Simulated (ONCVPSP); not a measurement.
**Before and after: ONCV potential for calcium (Ca)**

- Element: Ca (Z = 20)
- Generator: ONCVPSP 4.0.1
- Type: optimised norm-conserving Vanderbilt (ONCV)
- Functional: PBE
- Relativity: scalar-relativistic
- Frozen core: [Ar]
- Valence charge: 2
- Reference configuration: 4s2
- Partial waves: 4s: rc 3.00 bohr, ncon 4, nbas 7, qcut 2 1/bohr, 3 projectors, debl 2.4 Ha; p scattering state at 0.25 Ha: rc 3.00 bohr, ncon 4, nbas 8, qcut 3.1 1/bohr, 2 projectors, debl 2.6 Ha; d scattering state at 0.34 Ha: rc 2.25 bohr, ncon 4, nbas 8, qcut 4.9 1/bohr, 2 projectors, debl 3.6 Ha
- Local potential: polynomial inside 2.05 bohr (lpopt 5, dvloc0 6 Ha)
- Core correction: Teter function, fcfact 4, rcfact 1.35

In the p channel the program set the typed energies aside and used 0.050, 2.650 Ha. In the d channel the program set the typed energies aside and used -0.072, 3.528 Ha.

Change: local potential polynomial inside 2.05 bohr (lpopt 5, dvloc0 9.5 Ha).

Cutoffs: the cutoffs (Ha) at which the residual kinetic energy of the hardest occupied pseudo-wave falls to 1 and 0.1 mHa per electron; they do not see the model core or the augmentation charge, which bear on the density cutoff. Errors are all-electron minus pseudo energies relative to the spin-unpolarised reference configuration.

Q: Predict the effect on cutoff, ghosts and configuration errors.

A: The potential gets neither clearly harder nor softer (1.8 Ha and 4.5 Ha → 1.8 Ha and 4.5 Ha); of the 4 tests that both files solve, the error grows in 0 and shrinks in 1 by more than 15 % and 0.3 meV (median size 5.4 → 5.4 meV); the range in which the p phases agree narrows (upper end at the end of the scan → 1.5); neither file shows a bound ghost.

```tsv
quantity	base	changed
cutoff, loose	1.8 Ha	1.8 Ha
cutoff, tight	4.5 Ha	4.5 Ha
bound ghosts	none	none
GHOST(+) flags under 300 eV	none	p at 81.9 eV
error for 4s1, meV [ΔE 6.31 eV]	-8.9	-8.9
error for 4s1.5, meV [ΔE 2.50 eV]	-1.9	-1.9
error for 4s1 4p1, meV [ΔE 2.42 eV]	-0.8	+0.2
error for 3d1 4s0, meV [ΔE 7.69 eV]	+335	+335
s: phases at 3.05 bohr within 0.05 rad from the reference energy up to (Ha; the scan ends near 5)	to the end of the scan	to the end of the scan
p: phases at 3.05 bohr within 0.05 rad from the reference energy up to (Ha; the scan ends near 5)	to the end of the scan	1.5
d: phases at 2.28 bohr within 0.05 rad from the reference energy up to (Ha; the scan ends near 5)	0.7	0.7
rms error of d²Exc/dni dnj with the model core, mHa	0.47	0.47
```

Base: The cutoffs count occupied waves only; projector 2 of the d channel, the hardest unoccupied one, needs 61 Ha at the loose tolerance. Changed file: The cutoffs count occupied waves only; projector 2 of the d channel, the hardest unoccupied one, needs 61 Ha at the loose tolerance.
